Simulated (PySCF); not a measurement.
Compound: BBrFH.
Numbering: `[F:1][BH:2][Br:3]` (hydrogens: H4 on B2)

Method: PySCF 2.14.0, PBE0-D3(BJ)/def2-SVP geometry optimisation, gas phase; density fitting, grid level 1; the optimiser is geomeTRIC in internal coordinates, started from a GFN2-xTB structure.

Step 0: E = -73435.2527 eV
```
atom  x, y, z in Å  |  force x, y, z in eV/Å
F1     -0.8148   -0.6216    0.1387   -0.363  -0.313   0.003
B2     -0.0063    0.4041    0.1333   -0.523  -0.434   0.000
Br3     1.8187    0.0748    0.1391    1.119  -0.078   0.003
H4     -0.4541    1.4862    0.1246   -0.233   0.825  -0.005
```

Step 1: E = -73435.2953 eV
```
atom  x, y, z in Å  |  force x, y, z in eV/Å
F1     -0.8401   -0.6365    0.1388   -0.003  -0.027   0.000
B2     -0.0241    0.3866    0.1332    0.117   0.077   0.000
Br3     1.8610    0.0816    0.1392   -0.121  -0.004  -0.001
H4     -0.4532    1.5117    0.1245    0.008  -0.046   0.000
```

Task: Estimate the geometry and energy of step 2. (The exact step hangs on the optimiser's Hessian estimate; all steps are aligned on step 1, rigid shifts and turns removed.)

Result: E = -73435.2955 eV, largest force 0.077 eV/Å
```
atom  x, y, z in Å  |  force x, y, z in eV/Å
F1     -0.8317   -0.6384    0.1387   -0.074   0.002   0.001
B2     -0.0237    0.3915    0.1334    0.075  -0.016  -0.002
Br3     1.8543    0.0766    0.1391    0.009   0.025   0.000
H4     -0.4552    1.5138    0.1244   -0.010  -0.011   0.001
```

The energy changes by -0.0002 eV. The first-order estimate −F·Δx gives -0.0012 eV and the mean of the old and new forces, exact on a quadratic surface, -0.0002 eV. The step makes an angle of 63° with the force vector and moves no atom by more than 0.009 Å.

What follows is the cost of the whole optimisation. Hardware: one thread of an Arm Neoverse V1, shared host with 32 logical CPUs at a one-minute load of 12. Cost: 5.9 s of wall time, 0.30 GiB resident at most.
